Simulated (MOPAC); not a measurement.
MOPAC input (PM6):

```
PM6 1SCF UHF MS=0.5 GEO-OK AUX(PRECISION=9) THREADS=1
C2H5GeO2

C    -2.76643600 1   -0.13128500 1   -0.02394400 1
C    -1.30714800 1   -0.17888200 1    0.33453100 1
O    -0.87047600 1   -0.52095700 1    1.41210200 1
O    -0.50895700 1    0.20045200 1   -0.66918100 1
Ge    1.29993300 1    0.15402600 1   -0.26204000 1
H    -3.36628800 1   -0.44816500 1    0.82449400 1
H    -3.03889800 1    0.88294000 1   -0.31863600 1
H    -2.95512800 1   -0.77980200 1   -0.88042100 1
H     1.68176700 1   -1.31127100 1    0.06026300 1
H     1.55764000 1    1.15250400 1    0.89269000 1
```

From the output:

```
                                                       MOPAC v23.2.5 Linux

          FINAL HEAT OF FORMATION =        -58.85019 KCAL/MOL =    -246.22919 KJ/MOL

          COSMO AREA              =        131.02 SQUARE ANGSTROMS
          COSMO VOLUME            =        120.28 CUBIC ANGSTROMS

          IONIZATION POTENTIAL    =          8.329982 EV
          ALPHA SOMO LUMO (EV)    =         -8.330 -0.158
          BETA  SOMO LUMO (EV)    =        -11.054 -2.096
          NO. OF ALPHA ELECTRONS  =         15
          NO. OF BETA  ELECTRONS  =         14
          MOLECULAR WEIGHT        =        133.6503         POINT GROUP:  Cs

          MOLECULAR DIMENSIONS (Angstroms)

            Atom       Atom       Distance
            H     9    H     7     5.21946
            H    10    H     8     3.96196
           Ge     5    O     3     2.24269

          SCF CALCULATIONS        =          1

   ATOM   CHEMICAL          X               Y               Z
  NUMBER   SYMBOL      (ANGSTROMS)     (ANGSTROMS)     (ANGSTROMS)

     1       C         -2.76643600  *  -0.13128500  *  -0.02394400  *
     2       C         -1.30714800  *  -0.17888200  *   0.33453100  *
     3       O         -0.87047600  *  -0.52095700  *   1.41210200  *
     4       O         -0.50895700  *   0.20045200  *  -0.66918100  *
     5      Ge          1.29993300  *   0.15402600  *  -0.26204000  *
     6       H         -3.36628800  *  -0.44816500  *   0.82449400  *
     7       H         -3.03889800  *   0.88294000  *  -0.31863600  *
     8       H         -2.95512800  *  -0.77980200  *  -0.88042100  *
     9       H          1.68176700  *  -1.31127100  *   0.06026300  *
    10       H          1.55764000  *   1.15250400  *   0.89269000  *

                             CARTESIAN COORDINATES

   1    C       -2.766436000    -0.131285000    -0.023944000
   2    C       -1.307148000    -0.178882000     0.334531000
   3    O       -0.870476000    -0.520957000     1.412102000
   4    O       -0.508957000     0.200452000    -0.669181000
   5   Ge        1.299933000     0.154026000    -0.262040000
   6    H       -3.366288000    -0.448165000     0.824494000
   7    H       -3.038898000     0.882940000    -0.318636000
   8    H       -2.955128000    -0.779802000    -0.880421000
   9    H        1.681767000    -1.311271000     0.060263000
  10    H        1.557640000     1.152504000     0.892690000

           Empirical Formula: C2 H5 O2 Ge  =    10 atoms

      MOLECULAR POINT GROUP   :   Cs

          ALPHA EIGENVALUES
 -32.02544 -29.80828 -26.82581 -20.89381 -18.42985 -16.94032 -16.53970 -15.48450
 -14.13816 -13.95189 -12.66586 -12.26410 -11.31995 -11.06666  -8.32998  -0.15835
   0.93313   2.38736   2.48371   2.81978   3.69393   4.57067   5.14589   5.38634
   6.19436

           BETA EIGENVALUES
 -32.01564 -29.83903 -26.82013 -20.82332 -18.22971 -16.85944 -16.52221 -15.39885
 -14.11250 -13.92384 -12.53129 -12.22912 -11.15478 -11.05444  -2.09581   0.06771
   0.95582   2.61737   2.70307   2.87222   3.75647   4.58378   5.14594   5.39217
   6.19569

              NET ATOMIC CHARGES AND DIPOLE CONTRIBUTIONS

  ATOM NO.   TYPE          CHARGE      No. of ELECS.   s-Pop       p-Pop
    1          C          -0.572915        4.5729     1.09714     3.47577
    2          C           0.689016        3.3110     1.07421     2.23677
    3          O          -0.560757        6.5608     1.85058     4.71018
    4          O          -0.584769        6.5848     1.80540     4.77937
    5         Ge           0.295238        3.7048     1.32488     2.37988
    6          H           0.195765        0.8042     0.80423
    7          H           0.197026        0.8030     0.80297
    8          H           0.197026        0.8030     0.80297
    9          H           0.072185        0.9278     0.92782
   10          H           0.072185        0.9278     0.92782
 DIPOLE           X         Y         Z       TOTAL
 POINT-CHG.     1.190     0.449    -1.151     1.715
 HYBRID        -0.581    -0.135     0.312     0.673
 SUM            0.608     0.314    -0.840     1.084

          ATOMIC ORBITAL ELECTRON POPULATIONS

     Atom    s        px        py        pz
    1  C   1.09714   1.05687   1.21499   1.20392
    2  C   1.07421   0.83360   0.65665   0.74652
    3  O   1.85058   1.77538   1.54665   1.38815
    4  O   1.80540   1.42643   1.77733   1.57561
    5 Ge   1.32488   0.56227   0.96303   0.85458
    6  H   0.80423
    7  H   0.80297
    8  H   0.80297
    9  H   0.92782
   10  H   0.92782

                    (SZ)    =    0.500000
                    (S**2)  =    0.750435

          ATOMIC ORBITAL SPIN POPULATIONS

    Atom   Total    s     px     py     pz
         Atomic
    1  C -0.0012 -0.000 -0.001 -0.000 -0.000
    2  C  0.0318  0.006  0.012  0.002  0.011
    3  O  0.0023  0.002  0.001 -0.000  0.000
    4  O -0.0100  0.005 -0.009 -0.001 -0.005
    5 Ge  0.9060  0.128  0.080  0.078  0.619
    6  H  0.0011  0.001
    7  H  0.0001  0.000
    8  H  0.0001  0.000
    9  H  0.0349  0.035
   10  H  0.0349  0.035

 **********************
 *                    *
 * JOB ENDED NORMALLY *
 *                    *
 **********************

 == MOPAC DONE ==
```

The geometry given is a B3LYP-D3(BJ)/def2-TZVP minimum.
